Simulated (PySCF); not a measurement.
**Unknown compound**

The spectra below were simulated for a compound C₇H₁₄OSi.

1H NMR (400 MHz, computed): δ 7.84 (m, 1H), 6.76 (d, 1H), 4.71 (m, 1H), 2.46 (q, 2H), 1.16 (t, 3H), 0.24 (d, 6H).

13C{1H} NMR (computed): δ 200.9 (C), 154.6 (CH), 149.4 (CH), 41.6 (CH2), 9.8 (CH3), -2.3 (CH3, 2C).

[PySCF: NMR shieldings at PBE0/pcSseg-1/GIAO; GFN2-xTB structure; no relativistic terms; a single conformation; rapidly exchanging positions averaged; isolated molecule]

Scale: 1H (σ = 31.72 ppm) and 13C (σ = 186.93 ppm) vs TMS (reference shieldings calculated alike).

Task: Choose the structure that fits.
A. C=C(C)[C@@H]1COCC[SiH2]1
B. C=C(C)[C@@H]1C[SiH2][C@@H]1OC
C. C=C/C(=C\CO[SiH3])CC
D. CCC(=O)/C=C/[SiH](C)C

Result: D. 

- Rings plus π bonds: 2 (no ring in the answer).
- 6 carbon signals for 7 carbons: some carbons are equivalent by symmetry or fast rotation.
- Carbon types of the structure: 1 × C, 2 × CH, 1 × CH2, 3 × CH3, leaving 1 H on heteroatoms.
- δC 200.9: ketone carbonyl carbon; low-lying n→π* states of the double bond to the heteroatom give a large paramagnetic term (-266 ppm).
- δC 154.6: β carbon of a C=C–C=O unit; conjugation with the carbonyl draws π density from the β position.
- δC 149.4: α carbon of a C=C–C=O unit; an sp2 carbon of a C=C bond.
- δC 9.8: methyl carbon; aliphatic region, no heteroatom directly attached.
- δH 2.46: hydrogen on an sp3 CH2 α to a carbonyl; α to C=O.

The others: C=C/C(=C\CO[SiH3])CC would give 7 carbon signals, not 6; C=C(C)[C@@H]1C[SiH2][C@@H]1OC would give 7 carbon signals, not 6; C=C(C)[C@@H]1COCC[SiH2]1 would give 7 carbon signals, not 6.

Shifts are as computed. Against solution values, carbons near 30 ppm lie about +3 ppm off and those near 130 ppm about +5 ppm. Of 1211 compounds with measured shifts, 218 miss one by over three times the rms of a fit or turn the order of signals round; such compounds aren't used in these exercises. No couplings were computed; multiplicities are counted from neighbouring protons, with m where these are inequivalent, close in shift, in a saturated or five-membered ring or joined by F or P, and br s for small geminal =CH2 splittings.
